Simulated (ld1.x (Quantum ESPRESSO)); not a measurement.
Ranking TM potentials for argon

All share these settings but for the change named:

argon, norm-conserving Troullier–Martins (Kleinman–Bylander form), made with ld1.x (Quantum ESPRESSO) 7.5 (PW91, scalar-relativistic). Core [Ne], reference 3s2 3p6. Waves: 3p (bound): rc 1.00 bohr; 3s (bound): rc 1.30 bohr. Local part: the s channel. Core correction: Bessel-smoothed model core inside 0.45 bohr.

Cutoff: the first of the cutoffs (Ry, on a coarse ladder) from which the occupation-weighted sum of valence levels, in a spherical-Bessel basis at the reference potential, stays within 10 and 1 mRy of its value at 400 Ry; the density cutoff is not measured.

The base gives 110 Ry.

Of 6 variants that were run, those that failed, showed a ghost or another fault, or gave nearly equal values are left out.

Problem. Rank these variants from softest to hardest (loose cutoff).
A. all radii but the core radius scaled by about 1.24 (s 1.62, p 1.24 bohr)
B. all radii but the core radius scaled by about 0.86 (s 1.12, p 0.86 bohr)
C. all radii but the core radius scaled by about 1.15 (s 1.50, p 1.14 bohr)
D. all radii but the core radius scaled by about 1.10 (s 1.42, p 1.10 bohr)

Solution. A (45 Ry), C (55 Ry), D (80 Ry), B (180 Ry).
